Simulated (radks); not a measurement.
Results of a calculation; reference values are marked as such.
Q: Numerical settings for the krypton ion Kr20+, [Ne] 3s2 3p4. Level of theory: scalar-relativistic Kohn-Sham, LDA (Slater exchange, Perdew-Wang correlation), spin-polarised, spherical densities, finite nucleus; open shells are filled with parallel spins first; Fermi nuclear charge, rms radius 4.1884 fm (a radial shooting solver on a logarithmic mesh with Libxc functionals). The defaults (mesh step 0.008 in ln r, mesh end at 40 bohr or more with all orbitals vanishing there, Anderson mixing 0.5 over 9 steps, residual threshold near 1e-9 with the energy settled to 1e-9 hartree or 1e-11 of itself, here a cap of 62 iterations) give E = -2551.6610 hartree and 3p at -859.98 eV in 13 iterations. Run on one thread of a shared host, so times are rough (Intel(R) Xeon(R) 6975P-C): 0.07 s of CPU time, 0.07 s wall, 13 iterations on 2189 mesh points. One setting is changed at a time: mesh step in ln r 0.2; mesh step in ln r 0.02; mesh step in ln r 0.003; mesh end (bohr) 5; mesh end (bohr) 400; residual threshold 1e-13; residual threshold 0.01; mixing 2.5; linear mixing, mixing 0.5; linear mixing, mixing 0.05; mixing history 20; iteration cap 2. Which runs fail to converge, and which converge to a wrong energy?

A: Not converged within the cap: mesh step in ln r 0.2; linear mixing, mixing 0.05; iteration cap 2. No run marked as converged misses the energy by more than 1 mhartree.
